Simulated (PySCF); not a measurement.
Pb(Br)(SiH3) (BrH₃PbSi), SMILES [SiH3][Pb][Br] (connectivity only; charge and spin as stated), neutral, multiplicity 1.

Geometry: PBE-D3(BJ)/def2-SVP. The structure was generated by enumeration; whether it is a known compound was not checked. The def2 effective core potentials stand for the cores of Pb; spin–orbit coupling is left out.

Computed with PBE-D3(BJ)/def2-SVP run with PySCF.

Frequencies are harmonic and unscaled.

Computed vibrational spectrum:
```tsv
mode	ν (cm⁻¹)	IR (km/mol)	Raman (Å⁴/amu)	depolarisation	moving atoms (share of kinetic energy)
1	62	0.7	5.2	0.70	Si 48 %, Br 27 %, H 13 %, Pb 12 %
2	66	0.0	0.1	0.75	H 98 %
3	204	19.1	8.5	0.43	Br 72 %, Pb 27 %
4	239	12.9	29.5	0.25	Si 76 %, Pb 14 %, H 9 %
5	317	7.4	13.8	0.75	H 92 %
6	389	4.6	11.9	0.71	H 88 %, Si 11 %
7	791	305.0	1.1	0.43	H 91 %, Si 9 %
8	892	37.4	28.6	0.75	H 97 %
9	901	28.7	37.9	0.75	H 97 %
10	2110	102.0	320.1	0.05	H 99 %
11	2132	83.0	159.8	0.65	H 96 %
12	2139	84.1	134.5	0.75	H 96 %
```
